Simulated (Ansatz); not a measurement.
Correlation energies of `C[N](C)[Zr]1234([CH3])([Cl])[C@H]5[C@@H]1[C@@H]2[C@@H]3[C@H]54` by basis set

```tsv
atom	x (Å)	y (Å)	z (Å)
C1	-2.1276	1.2033	0.9110
N2	-1.1036	0.2079	1.0404
C3	-1.4108	-0.7665	2.0681
Zr4	0.6761	-0.3678	0.2905
C5	0.1989	-2.3683	-0.6103
Cl6	2.2505	-0.8136	2.0513
C7	0.8087	1.9152	-0.7381
C8	2.1345	1.4504	-0.6130
C9	2.2897	0.3456	-1.4754
C10	1.0628	0.1300	-2.1401
C11	0.1482	1.1010	-1.6840
H12	-1.8730	1.9226	0.1325
H13	-3.0956	0.7514	0.6503
H14	-2.2717	1.7571	1.8500
H15	-1.5135	-0.3000	3.0571
H16	-0.6090	-1.5154	2.1681
H17	-2.3311	-1.3219	1.8427
H18	-0.6331	-2.3507	-1.3210
H19	-0.0852	-3.0413	0.2103
H20	1.0609	-2.8181	-1.1153
H21	0.3760	2.7417	-0.1941
H22	2.8874	1.8448	0.0533
H23	3.1846	-0.2509	-1.5831
H24	0.8596	-0.6462	-2.8610
H25	-0.8838	1.1899	-1.9900
```

Total charge 0; spin multiplicity 1. Correlated methods include outer-core shells of Zr, which these sets cover unevenly. Zr: def2 effective core potential. The geometry is a stationary point of PBE0-D4/def2-TZVP. It is one conformer, not always the lowest. Frozen core, restricted reference, Ansatz.

| basis | HF (Eh) | MP2 corr. |
| --- | --- | --- |
| def2-SVP | -871.28248 | -1.68892 |
| def2-TZVPP | -871.85350 | -2.13299 |
| def2-QZVPP | -871.88598 | -2.29811 |

Question: Estimate the CCSD correlation energy and the (T) correction in each basis where they were run (hartree).

Answer: 
| basis | CCSD corr. | (T) |
| --- | --- | --- |
| def2-SVP | -1.76482 | -0.07052 |
| def2-TZVPP | -2.18469 | -0.10887 |
